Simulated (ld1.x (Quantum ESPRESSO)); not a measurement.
Mn: ultrasoft pseudisation with LDA (PZ), scalar-relativistic reference atom.

| Property | Result |
| --- | --- |
| Element | Mn |
| Generator | ld1.x (Quantum ESPRESSO) 7.5 |
| Type | ultrasoft |
| Functional | LDA (PZ) |
| Relativity | scalar-relativistic |
| Frozen core | [Ar] |
| Valence charge | 7 |
| Reference configuration | 3d5 4s1.75 4p0.25 |
| Partial waves | 4s (bound): rcut 2.25, rcutus 2.60 bohr; 4s channel at -0.1 Ry: rcut 2.25, rcutus 2.60 bohr; 4p (bound): rcut 2.75, rcutus 3.30 bohr; 4p channel at 0.45 Ry: rcut 2.75, rcutus 3.30 bohr; 3d (bound): rcut 1.90, rcutus 2.30 bohr; 3d channel at 2.6 Ry: rcut 1.90, rcutus 2.30 bohr |
| Local potential | all-electron potential smoothed inside 3.20 bohr (lloc = -2) |
| Core correction | Bessel-smoothed model core inside 1.95 bohr |
| Augmentation charge | PSQ, inside the norm-conserving radii |

**Question.** Does the generator finish with these settings?

**Answer.** Yes, a potential is produced and its reference levels are reproduced.

**Question.** Estimate the cutoffs (Ry, on a coarse ladder) from which the occupation-weighted sum of valence levels, in a spherical-Bessel basis at the reference potential, stays within 10 and 1 mRy of its value at 400 Ry.

**Answer.** 18 Ry and 30 Ry.

**Question.** Does the potential have ghost states?

**Answer.** No extra level below or beside the all-electron valence levels (s, p, d, f tested).

**Question.** Is the overlap operator S = 1 + Σ q|β⟩⟨β| positive definite (Bessel basis up to 400 Ry)?

**Answer.** Yes: its lowest eigenvalue is 0.31 (s channel).

**Question.** Which valence shell sets the plane-wave cutoff?

**Answer.** 3d: its level needs 18 Ry to come within 1 mRy, against 6 Ry for 4s.

**Question.** Tests: 3d5 4s2 4p0; 3d5 4s1 4p0; 3d5 4s0 4p0; 3d3 4s0 4p0; 3d5.5 4s1.5 4p0; 3d4 4s2 4p1; 3d5 4s0 4p1. Which has the largest error in its energy relative to the reference configuration, and how large is it?

**Answer.** 3d3 4s0 4p0, with -1352 meV (all-electron minus pseudo) on +107.42 eV.
